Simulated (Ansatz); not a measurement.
`[BH2][GeH2][CH2][SiH3]` + `COB(S)Cl` → `[SiH3][CH2][GeH2][SH]` + `BB(Cl)OC`  (redistribution)

Computed with Ansatz on PBE0-D4/def2-TZVP structures; ΔE is electronic, products minus reactants. CBS: MP2 limit from def2 TZ/QZ plus the TZ coupled-cluster correction, frozen cores. This one scheme is used for every species. Functionals use def2-TZVPP. For Ge outer-core shells are correlated without core-valence functions, which leaves a few kJ/mol of doubt a bond. Scalar relativity is left out up to krypton. One conformer a species, not always the lowest.

`[BH2][GeH2][CH2][SiH3]`:

Cartesian coordinates in Å:
```
B -0.779 1.798 -1.223
Ge -1.302 0.013 -0.341
C 0.236 -1.183 -0.068
Si 1.458 -0.490 1.159
H 0.227 1.896 -1.861
H -1.492 2.753 -1.146
H -2.022 0.212 1.009
H -2.317 -0.680 -1.284
H 0.725 -1.327 -1.035
H -0.122 -2.159 0.270
H 0.839 -0.400 2.509
H 2.690 -1.320 1.261
H 1.859 0.886 0.749
```

`COB(S)Cl`:

Cartesian coordinates in Å:
```
C 0.639 1.217 -0.328
O -0.170 0.062 -0.483
B -0.340 -0.855 0.481
S -1.384 -2.301 0.212
Cl 0.440 -0.709 2.064
H 1.676 0.941 -0.129
H 0.582 1.774 -1.262
H 0.274 1.840 0.491
H -1.717 -1.970 -1.046
```

`[SiH3][CH2][GeH2][SH]`:

Cartesian coordinates in Å:
```
Si -0.859 0.558 -1.381
C -0.611 -0.775 -0.087
Ge 0.450 -0.200 1.449
S 2.198 1.021 0.796
H 0.376 0.748 -2.182
H -1.963 0.171 -2.303
H -1.222 1.846 -0.732
H -1.583 -1.106 0.295
H -0.129 -1.646 -0.541
H -0.355 0.760 2.339
H 0.942 -1.408 2.268
H 2.757 0.032 0.080
```

`BB(Cl)OC`:

Cartesian coordinates in Å:
```
B -0.683 1.192 -0.997
B -0.943 0.150 0.284
Cl -2.617 0.346 0.870
O -0.182 -0.748 0.917
C 1.160 -0.982 0.535
H -0.948 0.878 -2.121
H -0.325 2.321 -0.820
H 1.267 -2.032 0.256
H 1.459 -0.354 -0.310
H 1.810 -0.772 1.386
```

Is it downhill or uphill in electronic energy at CCSD(T)/CBS, and by how much? (Best estimate.)

Computed: Uphill: ΔE = +23.0 kJ/mol.

What do these levels give: PBE0-D4, ωB97M-V, PBE, r2SCAN, PBE0, MP2/def2-TZVPP, SCS-MP2/def2-TZVPP, CCSD/def2-TZVPP, HF/def2-QZVPP, MP2/def2-QZVPP, HF/CBS(def2), CCSD/CBS(def2)? (Estimate.)

Computed: PBE0-D4 19.1, ωB97M-V 19.8, PBE 18.8, r2SCAN 20.4, PBE0 19.4, MP2/def2-TZVPP 24.2, SCS-MP2/def2-TZVPP 21.7, CCSD/def2-TZVPP 21.5, HF/def2-QZVPP 11.3, MP2/def2-QZVPP 24.2, HF/CBS(def2) 11.1, CCSD/CBS(def2) 22.1 kJ/mol.

Largest T1 diagnostic among the species: 0.013.

In def2-TZVPP, CCSD(T) changes the Hartree–Fock value by +10.2 kJ/mol (the triples alone add +0.9 kJ/mol) and MP2 by +12.0 kJ/mol.
